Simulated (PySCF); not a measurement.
C₅H₉N₂ (charge +1).
Numbering: `[CH3:1][n:2]1[cH:3][cH:4][cH:5][n+:6]1[CH3:7]` (hydrogens: H8, H9, H10 on C1; H11 on C3; H12 on C4; H13 on C5; H14, H15, H16 on C7)

The same species was optimised twice, with GFN2-xTB and with PBE0-D3(BJ)/def2-SVP (PySCF), and the same property calculations (PySCF, gas phase) were run on both structures.

```tsv
coordinate	GFN2-xTB	PBE0-D3(BJ)/def2-SVP	change
N6–C7 (Å)	1.433	1.449	+0.016
C1–N2 (Å)	1.433	1.449	+0.016
N2–C3 (Å)	1.335	1.342	+0.007
C5–N6 (Å)	1.335	1.342	+0.007
C4–C5 (Å)	1.384	1.389	+0.005
C3–C4 (Å)	1.384	1.389	+0.005
N2–N6 (Å)	1.342	1.345	+0.003
C5–N6–C7 (°)	128.4	128.7	+0.3
C4–C5–N6 (°)	108.4	108.7	+0.3
C3–C4–C5 (°)	105.5	105.3	-0.2
N2–C3–C4 (°)	108.4	108.6	+0.2
C1–N2–C3 (°)	128.4	128.6	+0.2
N2–N6–C5 (°)	108.8	108.7	-0.1
N2–N6–C7 (°)	122.8	122.6	-0.2
C1–N2–N6 (°)	122.8	122.6	-0.2
```

Rotational constants: A = 4100, B = 3298, C = 1871 MHz (GFN2-xTB) against A = 4062, B = 3252, C = 1849 MHz (PBE0-D3(BJ)/def2-SVP).

On the GFN2-xTB structure: lowest singlet, TDDFT (eV) 6.28 [PBE0/def2-SVPD]; lowest triplet, Tamm–Dancoff (eV) 4.65 [PBE0/def2-SVPD]; isotropic polarisability (au) 65.7 [PBE0/def2-SVPD]; HOMO (eV) -12.63 [PBE0/def2-SVPD]; LUMO (eV) -5.55 [PBE0/def2-SVPD]; HOMO (eV) -12.64 [PBE0/pcSseg-1]; LUMO (eV) -5.54 [PBE0/pcSseg-1]; GIAO shielding of C1/C7 (mean) (ppm) 150.8 [PBE0/pcSseg-1]; GIAO shielding of N2/N6 (mean) (ppm) 48.9 [PBE0/pcSseg-1]; GIAO shielding of C3/C5 (mean) (ppm) 41.3 [PBE0/pcSseg-1]; GIAO shielding of C4 (ppm) 68.6 [PBE0/pcSseg-1].

**Question.** What do these properties become on the PBE0-D3(BJ)/def2-SVP structure?

**Answer.** 
| property | level | on GFN2-xTB | on PBE0-D3(BJ)/def2-SVP | change |
| --- | --- | --- | --- | --- |
| lowest singlet, TDDFT (eV) | PBE0/def2-SVPD | 6.28 | 6.26 | -0.02 |
| lowest triplet, Tamm–Dancoff (eV) | PBE0/def2-SVPD | 4.65 | 4.63 | -0.02 |
| isotropic polarisability (au) | PBE0/def2-SVPD | 65.7 | 66.7 | +1.0 |
| HOMO (eV) | PBE0/def2-SVPD | -12.63 | -12.62 | +0.01 |
| LUMO (eV) | PBE0/def2-SVPD | -5.55 | -5.56 | -0.01 |
| energy, GFN2-xTB geometry as zero (kcal/mol) | PBE0/def2-SVPD | 0.0 | -0.8 | -0.8 |
| HOMO (eV) | PBE0/pcSseg-1 | -12.64 | -12.63 | +0.01 |
| LUMO (eV) | PBE0/pcSseg-1 | -5.54 | -5.55 | -0.01 |
| energy, GFN2-xTB geometry as zero (kcal/mol) | PBE0/pcSseg-1 | 0.0 | -0.5 | -0.5 |
| GIAO shielding of C1/C7 (mean) (ppm) | PBE0/pcSseg-1 | 150.8 | 147.6 | -3.2 |
| GIAO shielding of N2/N6 (mean) (ppm) | PBE0/pcSseg-1 | 48.9 | 44.3 | -4.6 |
| GIAO shielding of C3/C5 (mean) (ppm) | PBE0/pcSseg-1 | 41.3 | 39.5 | -1.8 |
| GIAO shielding of C4 (ppm) | PBE0/pcSseg-1 | 68.6 | 68.5 | -0.1 |

The heavy atoms differ by 0.011 Å rms after alignment. Among bonds between heavy atoms C1–N2 and N6–C7 change most and about equally (+0.016 Å). Changes are differences of the printed values. Neither structure is proved a minimum here. Geometry: PBE0-D3(BJ)/def2-SVP; no solvent, vibrations or thermal averaging.
